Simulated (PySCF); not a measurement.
C₂H₆SZn, SMILES [CH2]([Zn][SH])C (connectivity only; charge and spin as stated), charge -1, multiplicity 2. Atoms are numbered in the order given.

```xyz
10

Zn    -0.5705    -0.0473     0.0000
C      0.7868     1.4947     0.0000
C      0.2327     2.9206     0.0000
H      1.4347     1.3367    -0.8839
H      1.4347     1.3367     0.8839
H     -0.4052     3.1019     0.8818
H     -0.4052     3.1019    -0.8818
H      1.0165     3.7070     0.0000
S      0.3902    -2.2400     0.0000
H      1.6798    -1.8163     0.0000
```
Charge -1, spin multiplicity 2.

Geometry optimised at TPSSh-D3(BJ)/def2-SVPD. The spin state was assumed, not searched. The isomer is the one that the SMILES or the coordinates give; other isomers of the formula were not compared. The values are those of a single conformer.

Method: ωB97X/def2-SVPD in PySCF.

Mulliken values depend strongly on the basis, most of all with diffuse functions as here. ESP charges are fitted to the potential on shells at 1.4 to 2.0 van der Waals radii. Atomic charges (e):

```
atom  meta-Löwdin  ESP fit  Mulliken spin
----  -----------  -------  -------------
Zn1          0.54    -0.31           0.69
C2          -0.71     1.03           0.28
C3          -0.28    -1.54           0.00
H4           0.05    -0.20          -0.01
H5           0.05    -0.20          -0.01
H6           0.07     0.26          -0.02
H7           0.07     0.26          -0.02
H8           0.05     0.30           0.00
S9          -0.89    -0.73           0.09
H10          0.04     0.13           0.00
```
